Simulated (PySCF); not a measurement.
# UHF on Cr⁺ (chromium, charge +1)

Configuration: [Ar] 3d5, high-spin 6S determinant. All numbers are calculated (PySCF 2.14, no relativity, point nucleus, in def2-SVP).

```
Total energy                                     : -1042.982650 hartree
One-electron energy                              : -1433.1399 hartree
Hartree (Coulomb) energy                         : 437.8236 hartree
Exchange energy                                  : -47.6664 hartree
Kinetic energy                                   : 1042.92957 hartree
⟨S²⟩                                             : 8.7500
⟨L²⟩                                             : 0.000
Sum of ⟨r⟩                                       : 16.59 bohr
Sum of ⟨r²⟩                                      : 20.83 bohr²
Density at the nucleus (Gaussians lack the cusp) : 8750 bohr⁻³
Spin density at the nucleus                      : -0.0758 bohr⁻³
Langevin diamagnetic susceptibility              : -16.5 ×10⁻⁶ cm³/mol
Time after the integrals                         : 0.09 s of wall time on 1 thread of Neoverse-V1 (shared host)
```

| shell | electrons | mean orbital energy (eV) | rms radius, mean of both spins (bohr) |
| --- | --- | --- | --- |
| 1s α | 1 | -6003.7 | 0.0743 |
| 1s β | 1 | -6003.7 | 0.0743 |
| 2s α | 1 | -721.37 | 0.319 |
| 2s β | 1 | -718.60 | 0.319 |
| 2p α | 3 | -610.85 | 0.288 |
| 2p β | 3 | -608.09 | 0.288 |
| 3s α | 1 | -101.31 | 0.982 |
| 3s β | 1 | -91.856 | 0.982 |
| 3p α | 3 | -68.976 | 1.06 |
| 3p β | 3 | -57.339 | 1.06 |
| 3d α | 5 | -17.602 | 1.51 |
